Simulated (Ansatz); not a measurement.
System: C3H8FSi, net charge 0, doublet state. It need not be the lowest isomer of its formula. 
Structure (B3LYP-D3(BJ)/def2-TZVP (Ansatz, an electronic-structure program) minimum search):
```
Si
F 1 1.6202
C 1 1.8439 2 108.39
H 3 1.0850 1 123.01 2 93.47
H 3 1.0851 4 114.07 1 178.59
C 1 1.8627 2 106.99 3 119.57
H 6 1.0920 1 110.98 2 58.55
H 6 1.0920 7 107.91 1 121.87
H 6 1.0925 7 107.98 8 116.42
C 1 1.8631 2 106.76 6 120.91
H 10 1.0921 1 111.01 2 61.69
H 10 1.0921 11 107.92 1 121.77
H 10 1.0924 11 107.91 12 116.49
```
Charge 0, spin multiplicity 2.

Total electronic energies in hartree. Correlated levels leave the core frozen unless marked. Open shells are spin-unrestricted. Spin-orbit coupling is left out. No relativistic terms. CBS marks a two-point X^-3 extrapolation of the correlation energy; Hartree-Fock from the larger set.

```json
[
 {"level": "BLYP-D3(BJ)/def2-TZVPD", "program": "Ansatz + dftd3", "energy (Eh)": "-508.54521"},
 {"level": "revPBE-D3(BJ)/def2-TZVPD", "program": "Ansatz + dftd3", "energy (Eh)": "…"},
 {"level": "PBE0/def2-SVP", "program": "Ansatz", "energy (Eh)": "…"},
 {"level": "wB97M-V/def2-TZVPD", "program": "Ansatz", "energy (Eh)": "-508.49199"},
 {"level": "B2GP-PLYP-D4/def2-TZVPD", "program": "Ansatz + dftd4", "energy (Eh)": "-508.24112"},
 {"level": "B2PLYP/def2-TZVPD", "program": "Ansatz", "energy (Eh)": "-508.31750"},
 {"level": "PBE-QIDH/def2-TZVPD", "program": "Ansatz", "energy (Eh)": "-508.12814"},
 {"level": "MP2/cc-pV(Q+d)Z", "program": "Ansatz", "energy (Eh)": "-507.75280"},
 {"level": "SCS-MP2/6-31G", "program": "Ansatz", "energy (Eh)": "-506.98138"},
 {"level": "SCS-MP2/cc-pV(T+d)Z", "program": "Ansatz", "energy (Eh)": "-507.66838"},
 {"level": "SCS-MP2/cc-pVTZ", "program": "Ansatz", "energy (Eh)": "-507.66270"},
 {"level": "SCS-MP2/cc-pwCVTZ", "program": "Ansatz", "energy (Eh)": "-507.68546"},
 {"level": "CCSD/STO-3G", "program": "Ansatz", "energy (Eh)": "-500.79087"},
 {"level": "CCSD/cc-pV(Q+d)Z", "program": "Ansatz", "energy (Eh)": "-507.79544"},
 {"level": "CCSD(T)/CBS(cc-pV(T+d)Z,cc-pV(Q+d)Z)", "program": "Ansatz", "energy (Eh)": "-507.8752"}
]
```

**Question.** Fill in the missing entries.

**Answer.** 
- revPBE-D3(BJ)/def2-TZVPD, energy (Eh): -508.49753
- PBE0/def2-SVP, energy (Eh): -507.87934
